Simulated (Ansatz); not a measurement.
Geometry optimisation, Ansatz 0.2.0, RHF/def2-SVP.

input.yaml

```yaml
crystal:
  periodic: [false, false, false]
  atoms:
    - { symbol: Ga, position_ang: [0.0, 0.0, 0.0] }
    - { symbol: H, position_ang: [0.0, 0.0, 1.57] }
    - { symbol: Cl, position_ang: [1.9398, 0.0, -1.12] }
    - { symbol: H, position_ang: [-1.3596, 0.0, -0.785] }
basis:
  gaussian: { orbitals: def2-SVP }
hamiltonian:
  xc: hf
relax:
  f_tol: 0.02
  max_steps: 40
output:
  orbitals: {}
```

Launched with:

```bash
$ ansatz run input.yaml --threads 1 --pin off --max-ram 2048MiB --backend cpu --events-out ev --progress --plain --runs-dir out
```

Task: Where does it end, and by what steps?

Result: It converged. After 3 steps the energy has fallen by 0.078 eV; Cl3 moved furthest, 0.11 Å.

```json
{"step": "0", "energy less start (eV)": "0.0000", "largest force component (eV/Å)": "0.981", "accepted": "yes"}
{"step": "1", "energy less start (eV)": "-0.0635", "largest force component (eV/Å)": "0.273", "accepted": "yes"}
{"step": "2", "energy less start (eV)": "-0.0736", "largest force component (eV/Å)": "0.371", "accepted": "yes"}
{"step": "3", "energy less start (eV)": "-0.0776", "largest force component (eV/Å)": "0.010", "accepted": "yes"}
```

```xyz
4
Properties=species:S:1:pos:R:3
Ga -0.029 0.000 0.017
H 0.081 0.000 1.572
Cl 1.849 0.000 -1.067
H -1.321 0.000 -0.857
```

Whether the end is a true minimum wasn't checked by a vibrational analysis.

Run time: 3.9 s on 1 thread of Arm Neoverse V2, on a shared host, peak memory 0.1 GiB.
